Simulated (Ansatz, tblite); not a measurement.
Spin states of the cluster Si₂F₃⁻, each relaxed with PBE-D4/def2-SVPD in Ansatz. Electronic energies in the gas phase.

The xTB rows come from tblite. B3LYP takes the VWN-RPA correlation. Correlated methods freeze 13 core orbitals. The structure comes from a short search, and lower isomers may exist.

Singlet geometry (Cs within 0.1 Å):

Cartesian coordinates in Å:
```
Si 0.596 0.045 0.066
Si -1.273 -0.875 -0.812
F 1.052 1.277 1.150
F -2.511 0.092 -0.044
F 2.135 -0.539 -0.359
```

Triplet geometry:

Cartesian coordinates in Å:
```
Si -0.1048 0.7498 -0.4179
Si 0.3775 -1.3194 0.8674
F -0.6055 0.2518 -1.9847
F 1.9856 -0.9666 1.4326
F -1.6527 1.2844 0.1026
```

Quintet geometry:

```xyz
5

Si    0.174   -0.898    0.346
Si   -0.354    1.029   -0.892
F     1.749   -1.034    0.995
F    -0.789    2.205   -2.156
F    -0.780   -1.302    1.707
```

⟨S²⟩: triplet 2.02 at PBE0-D4/def2-TZVPD (pure 2.00), quintet 6.00 at PBE0-D4/def2-TZVPD (pure 6.00).

Run but left out: HF/STO-3G (singlet: restricted singlet, unstable in another Hartree–Fock run and untested here); HF/def2-TZVPD (singlet: restricted singlet, unstable towards broken spin symmetry).

Only these spin states were relaxed.

```json
{"level": "GFN1-xTB", "triplet − singlet (kJ/mol)": "110.5", "quintet − singlet (kJ/mol)": "460.5", "lowest of these": "singlet", "remarks": "–"}
{"level": "GFN2-xTB", "triplet − singlet (kJ/mol)": "82.8", "quintet − singlet (kJ/mol)": "458.4", "lowest of these": "singlet", "remarks": "–"}
{"level": "PBE-D4/def2-TZVPD", "triplet − singlet (kJ/mol)": "21.0", "quintet − singlet (kJ/mol)": "273.4", "lowest of these": "singlet", "remarks": "HOMO above zero (quintet), HOMO above zero (singlet), HOMO above zero (triplet)"}
{"level": "r2SCAN-D4/def2-TZVPD", "triplet − singlet (kJ/mol)": "12.9", "quintet − singlet (kJ/mol)": "244.5", "lowest of these": "singlet", "remarks": "HOMO above zero (quintet), HOMO above zero (singlet), HOMO above zero (triplet)"}
{"level": "B3LYP-D4/def2-TZVPD", "triplet − singlet (kJ/mol)": "16.6", "quintet − singlet (kJ/mol)": "297.3", "lowest of these": "singlet", "remarks": "HOMO above zero (quintet)"}
{"level": "PBE0-D4/def2-TZVPD", "triplet − singlet (kJ/mol)": "13.1", "quintet − singlet (kJ/mol)": "262.3", "lowest of these": "singlet", "remarks": "–"}
{"level": "ωB97M-V/def2-TZVPD", "triplet − singlet (kJ/mol)": "27.3", "quintet − singlet (kJ/mol)": "317.0", "lowest of these": "singlet", "remarks": "–"}
{"level": "MP2/def2-TZVPD", "triplet − singlet (kJ/mol)": "35.4", "quintet − singlet (kJ/mol)": "276.1", "lowest of these": "singlet", "remarks": "restricted SCF unstable (singlet)"}
```

Change of the quintet − singlet gap on mixing in exact exchange, in kJ/mol: PBE to PBE0 (25 % exact exchange) -11.1.

The xTB methods have no term that favours high spin, so they put low spin too low.
